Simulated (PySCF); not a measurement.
CuBr2 holds Cu(II), d9, at total charge 0. The structure is a PBE0-D3(BJ)/def2-TZVP geometry optimised for multiplicity 2; coordination linear, point group D∞h, metal–donor distances 2.20 Å.

The d shell alone is too small an active space for CuBr2 (Cu(II) with such soft donors has much ligand-hole, Cu(I)-like character): its levels, fitted parameters, g values and moments show what this model gives and aren't sound predictions.

```
3

Cu    0.000    0.000    0.000
Br    0.000    0.000    2.204
Br    0.000    0.000   -2.204
```

Method (PySCF 2.14, density fitting): CASSCF(9,5) with orbitals averaged over all microstates of the shell, strongly contracted NEVPT2 on the averaged canonical orbitals; basis x2c-TZVPall on the metal, x2c-SVPall elsewhere; spin-free X2C; gas phase; spin-orbit coupling by state interaction with the mean-field operator over all roots.

Task: Which term lies lowest, and with what spin?

Result: 2Σg+ (S = 1/2, orbital degeneracy 1), orbital occupations from the lowest 2.0 2.0 2.0 2.0 1.0, by NEVPT2.

Task: List the excited states of the same spin.

Result: By NEVPT2: 2Πg at 1185 cm⁻¹; 2Δg at 5630 cm⁻¹. All are electric-dipole forbidden at this geometry.

Task: Give the fitted ligand-field and repulsion parameters.

Result: At NEVPT2 level: orbital energies 0, 0, 4445, 4445, 5630 cm⁻¹; ζ = 792 cm⁻¹ (free ion 818).

Task: What magnetic behaviour follows?

Result: The ground doublet has g = 1.659, 3.373, 3.373. μeff is 2.86 μB at 300 K and 2.54 μB at 10 K; the spin-only value is 1.73 μB.

Ligand-hole states mix strongly into such Cu(II) halides; the d shell alone makes them too ionic, overstates g shifts and moments and can put the wrong state lowest. NEVPT2 lifts 2Δg from 3274 to 5630 cm⁻¹; on the d shell alone such lifts tend to overshoot.

The job took 4.8 s on one thread of Arm Neoverse V2 (shared host), with 112 basis functions, launched as `OMP_NUM_THREADS=1 python lf_run.py task.json out`.
